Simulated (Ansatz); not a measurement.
Input for Ansatz (a program for electronic structure): R-CAM-B3LYP/def2-TZVPPD on H2 (SMILES [H][H]) with ghost functions. Files ending in .json are basis or fitting sets from the Basis Set Exchange.

Ansatz 0.2 input:
```yaml
crystal:
  periodic: [false, false, false]
  atoms:
    - {symbol: H, position_ang: [-0.34412109, 0.11184347, 2.94464771]}
    - {symbol: H, position_ang: [-0.48072203, 0.07509845, 3.67589353]}
basis:
  gaussian:
    orbitals: def2-TZVPPD.json
    ghost_atoms:
      - {symbol: C, position_ang: [0.40942645, 0.55153586, -0.32883006]}
      - {symbol: C, position_ang: [-0.13505697, -0.61369184, -0.01149816]}
      - {symbol: H, position_ang: [1.48203390, 0.70262540, -0.31143485]}
      - {symbol: H, position_ang: [-0.19496967, 1.40264911, -0.61852531]}
      - {symbol: H, position_ang: [-1.20767617, -0.76484229, -0.02834837]}
      - {symbol: H, position_ang: [0.46917994, -1.46471260, 0.27883128]}
hamiltonian:
  xc: {name: CAM-B3LYP}
scf: {lower_state_search: off}
```

Output:

```
WARN ansatz: RAYON_NUM_THREADS=1 ignored (pool sized by the plan → 1); use --threads N
Functional definition: CAM-B3LYP
these checks for a lower state are left out or cut short: stability, starts, cluster_reference, orbital_swaps, neighbouring_geometries, increment
integrals: 0.05 GiB planned
638 factors; their error is unknown
integrals: 0.08 GiB planned
266 factors; integrals over basis functions are off by at most 3.7e-5 eV
mean field: 0.61 GiB planned
mean field evaluation 1: about -31.8560 eV, gradient 3.5e0 eV
mean field evaluation 2: about -31.8840 eV, gradient 2.1e-1 eV
mean field evaluation 4: about -31.8839 eV, gradient 2.1e-1 eV
mean field evaluation 8: about -31.8811 eV, gradient 1.8e-4 eV
mean field -31.88112416 eV, -1.1716097030 hartree, gradient 9.4e-7 eV, S^2 0.000000; 0 other end points of the search recorded, 0 dependent functions left out
reference -31.88119271 eV, -1.1716122224 hartree; 1, 1 occupied and 175, 175 virtual orbitals, 638 factors
Total energy: -31.88119271 eV, -1.1716122224 hartree
Checks for a lower state left out: stability, starts, cluster_reference, orbital_swaps, neighbouring_geometries, increment
```

Self-consistency was reached.

Cost: about 0.6 core-seconds (a rough figure).
